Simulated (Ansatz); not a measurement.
Cost and result for the atomization energy of CH6AlNOSi, SMILES `[SiH3]O[CH]1[NH][AlH]1` (11 atoms, 11 bonds).

```xyz
11

Si   -0.338    1.388   -0.626
O     0.979    1.040    0.257
C     1.045   -0.423    0.155
N     0.461   -1.095    1.283
Al   -0.659   -1.361   -0.032
H    -0.873    2.728   -0.276
H    -1.487    0.415   -0.238
H    -0.196    1.227   -2.092
H     2.069   -0.680   -0.113
H     0.816   -0.946    2.215
H    -1.816   -2.293   -0.533
```

Total charge 0; spin multiplicity 1. Geometry: relaxed with PBE0-D4/def2-TZVP. It is one conformer, not always the lowest. Program: Ansatz. All runs use 4 threads of an INTEL XEON PLATINUM 8581C on a shared host. Times are those of one run each, without the atoms' runs, and a repeat can differ threefold. Electronic energies, without spin–orbit coupling; frozen cores. CCSD(T)/CBS adds CCSD(T) − MP2 in def2-TZVPP to the MP2 limit, and its time is that of the two runs behind it. T1 = 0.015. B3LYP takes the VWN-RPA correlation (the form of Gaussian; ORCA's B3LYP/G). HSE06 is the plane-wave form, built on full-range PBE exchange.

CCSD(T)/CBS is a level of theory with its own doubt, some kJ/mol a heavy atom from the limit and from the frozen cores, so smaller differences don't rank the functionals.

```csv
level,functions,wall time
LDA (SPW92)/def2-TZVPP,261,1.2 s
revPBE-D4/def2-TZVPP,261,1.6 s
PBE-D4/def2-TZVPP (with forces),261,2 s
CAM-B3LYP-D4/def2-TZVPP,261,2.6 s
HSE06-D4/def2-TZVPP,261,2.6 s
CCSD(T)/def2-SVP,108,2.9 s
r2SCAN-D4/def2-TZVPP (with forces),261,3.3 s
B3LYP-D4/def2-TZVPP (with forces),261,3.6 s
B2PLYP/def2-TZVPP,261,4.1 s
B97M-V/def2-TZVPP,261,5.5 s
MP2/def2-QZVPP,491,16 s
CCSD(T)/def2-TZVPP,261,70 s
CCSD(T)/CBS(def2),–,86 s
```

(1) What atomization energy does each give, and how far from CCSD(T)/CBS? (Best estimate.)

Results:

(1) Ansatz gave: 
```csv
level,atomization (kcal/mol),difference from CCSD(T)/CBS,per bond
LDA (SPW92)/def2-TZVPP,1015.0,136.1,12.4
revPBE-D4/def2-TZVPP,870.3,-8.6,-0.8
PBE-D4/def2-TZVPP (with forces),893.2,14.3,1.3
CAM-B3LYP-D4/def2-TZVPP,880.6,1.7,0.2
HSE06-D4/def2-TZVPP,874.0,-4.9,-0.4
CCSD(T)/def2-SVP,811.6,-67.3,-6.1
r2SCAN-D4/def2-TZVPP (with forces),880.4,1.5,0.1
B3LYP-D4/def2-TZVPP (with forces),875.5,-3.4,-0.3
B2PLYP/def2-TZVPP,864.9,-14.0,-1.3
B97M-V/def2-TZVPP,883.5,4.6,0.4
MP2/def2-QZVPP,883.1,4.2,0.4
CCSD(T)/def2-TZVPP,850.1,-28.8,-2.6
CCSD(T)/CBS(def2),878.9,0.0,0.0
```

In def2-TZVPP, CCSD(T) changes the Hartree–Fock value by +252.8 kcal/mol (the triples alone add +16.3 kcal/mol) and MP2 by +268.4 kcal/mol; breaking electron pairs costs correlation energy, which Hartree–Fock lacks. Leaving LDA and LC-ωPBE aside and taking each functional with its dispersion term where it has one, the values, not all of them listed here, spread over 47.5 kcal/mol, from BHLYP-D4 to PBE-D4. LDA lies +128.0 kcal/mol from PBE without D4, its usual overbinding. At CCSD(T), def2-SVP lies −67.3 kcal/mol from the extrapolated value and def2-TZVPP −28.8 kcal/mol: correlation converges slowly with the basis, and small sets miss more of it in the bonded molecule than in its fragments.
